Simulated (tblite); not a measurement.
C4H7ClSSi2.
SMILES with atom numbers: `[CH:1]#[C:2]/[C:3]([SiH3:4])=[CH:5]/[S:6][SiH2:7][Cl:8]` (hydrogens: H9 on C1; H10, H11, H12 on Si4; H13 on C5; H14, H15 on Si7)

Computed with GFN2-xTB (tblite), gas phase: L-BFGS steps from a force-field or distance-geometry start until the largest atomic force falls under 0.01 eV/Å.

Geometry at step 47:
```
atom  x, y, z in Å
C1     -3.1196    1.4064   -0.5254
C2     -2.1081    0.8321   -0.2238
C3     -0.9441    0.1331    0.1613
Si4    -0.9287   -1.7382   -0.1693
C5      0.0479    0.8173    0.7358
S6      1.5619    0.0972    1.3358
Si7     2.7586    0.2604   -0.4362
Cl8     4.6626    0.5302    0.1277
H9     -4.0048    1.9045   -0.7832
H10    -0.4813   -1.9376   -1.5554
H11    -2.3088   -2.1989   -0.0140
H12    -0.0373   -2.4134    0.7697
H13    -0.0069    1.8833    0.9216
H14     2.6446   -0.9770   -1.1996
H15     2.2596    1.4086   -1.1781
```

Question: Give the atomic forces at this geometry.

Answer: 
```csv
atom,Fx (eV/Å),Fy (eV/Å),Fz (eV/Å)
C1,0.015,-0.030,0.004
C2,0.052,-0.010,0.055
C3,0.064,-0.019,0.038
Si4,-0.008,-0.007,-0.008
C5,0.074,-0.001,0.007
S6,-0.159,0.041,0.002
Si7,0.062,-0.012,-0.084
Cl8,-0.038,-0.015,-0.020
H9,-0.029,0.025,-0.039
H10,0.008,0.029,0.042
H11,0.004,-0.005,0.002
H12,-0.029,0.016,-0.026
H13,-0.034,-0.058,-0.006
H14,-0.017,0.050,0.028
H15,0.036,-0.004,0.004
```

The largest, 0.16 eV/Å, acts on S6; the rms over all components is 0.041 eV/Å. The forces sum to zero within rounding, as they must for an isolated molecule in no field.

Question: Give the force on S6 in Eh/bohr and in nN.

Answer: 0.164 eV/Å ÷ 51.422 = 0.00319 Eh/bohr, and 0.164 eV/Å × 1.602 = 0.26 nN.

Question: How far is this geometry from the end of the optimisation?

Answer: 0.114 eV above it, and 1.166 Å rms away after alignment. The bonds farthest from their final lengths, with half the difference of the two atoms' forces along the bond (positive lengthens):

```csv
bond,now (Å),final (Å),force along bond (eV/Å)
C5–S6,1.781,1.754,-0.11
S6–Si7,2.144,2.155,+0.10
Si4–H10,1.470,1.463,-0.02
Si7–Cl8,2.004,1.998,-0.04
C3–Si4,1.900,1.895,0.00
C2–C3,1.411,1.407,0.00
```

The angle farthest from its final value is Si4–C3–C5, 125.0° against 122.3°.

Of the 2 listed bonds off by 0.010 Å or more, this force points towards the final length in 2.

What follows is the cost of the whole relaxation. Time: 4.9 s. Hardware: Arm Neoverse N1, one thread, on a shared host.
